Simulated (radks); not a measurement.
The numbers below are computed, except where a source is named.
Problem. All-electron atom: Tm VIII in [Kr] 4d10 4f11 5s1.5 5p3 6p0.5 (fractional occupations, a model configuration). Code: a radial shooting solver on a logarithmic mesh with Libxc functionals. Model: Dirac Kohn-Sham, PBEsol, spin-unpolarised, spherical densities, finite nucleus; open shells fill j = l - 1/2 first; Fermi nuclear charge, rms radius 5.2256 fm. Some entries of the table are withheld. Estimate them.

orbital  occ.  eigenvalue (Ry)  r(max) (bohr)
1s1/2       2        -4358.224            (1)
2s1/2       2        -742.0268        0.07210
2p1/2       2        -707.8395        0.05403
2p3/2       4        -635.8390        0.06036
3s1/2       2        -173.3633         0.2036
3p1/2       2        -158.2871         0.1912
3p3/2       4        -143.0858         0.2044
3d3/2       4        -117.3025         0.1611
3d5/2       6        -113.9789         0.1647
4s1/2       2        -40.92051         0.4646
4p1/2       2        -34.84866         0.4662
4p3/2       4        -31.39304         0.4941
4d3/2       4        -21.37579         0.4953
4d5/2       6        -20.74202         0.5043
5s1/2     1.5        -11.42357            (2)
5p1/2       2         -9.54678          1.120
5p3/2       1         -8.94554          1.186
4f5/2       6         -8.48652         0.4846
4f7/2       5         -8.38326         0.4895
5d3/2       0         -6.20320            (3)
5d5/2       0         -6.11688            (4)
6s1/2       0         -5.04865          2.207
6p1/2     0.5              (5)          2.406
6p3/2       0              (6)          2.515

Solution. 
(1) 1s1/2 r(max) (bohr): 0.01262
(2) 5s1/2 r(max) (bohr): 1.052
(3) 5d3/2 r(max) (bohr): 1.394
(4) 5d5/2 r(max) (bohr): 1.416
(5) 6p1/2 eigenvalue (Ry): -4.40294
(6) 6p3/2 eigenvalue (Ry): -4.22644
